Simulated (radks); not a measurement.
The mean radii <r> (bohr) of the occupied orbitals of an atom or ion are listed with their occupations. Method: scalar-relativistic Kohn-Sham, Slater X-alpha with alpha = 0.907, spin-polarised, spherical densities, point nucleus; computed with a radial shooting solver on a logarithmic mesh with Libxc functionals.

| orbital | occ. | <r> |
|---|---|---|
| 1s up | 1 | 0.03424 |
| 1s down | 1 | 0.03424 |
| 2s up | 1 | 0.1492 |
| 2s down | 1 | 0.1491 |
| 2p up | 3 | 0.1298 |
| 2p down | 3 | 0.1298 |
| 3s up | 1 | 0.4130 |
| 3s down | 1 | 0.4128 |
| 3p up | 3 | 0.4130 |
| 3p down | 3 | 0.4127 |
| 3d up | 5 | 0.3941 |
| 3d down | 5 | 0.3936 |
| 4s up | 1 | 1.049 |
| 4s down | 1 | 1.038 |
| 4p up | 3 | 1.157 |
| 4p down | 3 | 1.142 |
| 4d up | 5 | 1.581 |
| 5s up | 1 | 2.812 |

Name the element and its charge. Open shells, if any, are filled with parallel spins first.

Answer. Z = 43, technetium, charge +1: Tc+ in [Kr] 4d5 5s1. The 1s radius gives Z: for a bare nucleus <r> = (2 gamma + 1)/(2Z) with gamma = sqrt(1 - (Z/c)^2), 0.03371 bohr for Z = 43, and screening makes it slightly larger (0.03424 here). The occupations add up to 42, and the charge is Z minus that.
